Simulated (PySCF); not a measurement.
Calcium: highly charged ions in a basis for the neutral atom

Ca¹³⁺ [He] 2s2 2p3, Ca¹⁴⁺ [He] 2s2 2p2. Calculation: PySCF 2.14, in aug-cc-pVDZ-X2C (6s5p3d, 36 functions); scalar relativity by spin-free X2C-1e. No spin-orbit coupling, so a gap to NIST mixes the basis error with missing relativistic terms.

Changed run: basis of the neutral atom used for a highly charged ion. This setting is unsound on purpose.

```csv
species,method,sound run (hartree),changed run (hartree),converged
Ca¹³⁺,UHF,not run,-569.96023,yes
Ca¹³⁺,TPSS,not run,-570.22017,yes
Ca¹³⁺,r2SCAN,not run,-570.15049,yes
Ca¹⁴⁺,UHF,not run,-539.63056,yes
Ca¹⁴⁺,TPSS,not run,-539.90279,yes
Ca¹⁴⁺,r2SCAN,not run,-539.78799,yes
```

Ionisation energy of Ca¹³⁺:

```
method  changed run (eV)    NIST (eV)
   UHF            825.31  817.2 ± 0.6
  TPSS            824.98  817.2 ± 0.6
r2SCAN            826.21  817.2 ± 0.6
```

The contracted functions were made for the neutral atom and can be too rigid for a highly charged ion.
